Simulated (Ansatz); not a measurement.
System: sum formula H2SiO2Cl, net charge 0, doublet state. It need not be the lowest isomer of its formula. 
Geometry from a B3LYP-D3(BJ)/def2-TZVP (Ansatz, an electronic-structure program) optimisation:
```xyz
6

O      0.8519    -1.5343    -0.2371
Si    -0.2274    -0.4293     0.3380
O     -1.5588    -0.5574    -0.6066
Cl     0.5147     1.5092     0.1769
H      1.7347    -1.5547     0.1443
H     -1.6462    -1.3585    -1.1346
```
Charge 0, spin multiplicity 2.

Basis-set convergence of Hartree-Fock and MP2 correlation energies (hartree) with Ansatz. Correlated levels leave the core frozen unless marked. Open shells are spin-unrestricted. No spin-orbit coupling. Non-relativistic.

| basis | functions | E(HF) | E(corr, MP2) |
|---|---|---|---|
| def2-SVP | 74 | -899.06817 | -0.57795 |
| def2-TZVPP | 174 | -899.53937 | -0.76256 |
| def2-QZVPP | 314 | -899.56926 | -0.83084 |

Extrapolating the two largest sets (X = 3 and 4) as X^-3: E(corr) = (64·(-0.83084) - 27·(-0.76256))/37 = -0.8807 Eh, an estimate of the basis-set limit. The largest set recovers 94.3 % of it, the smallest 65.6 %.
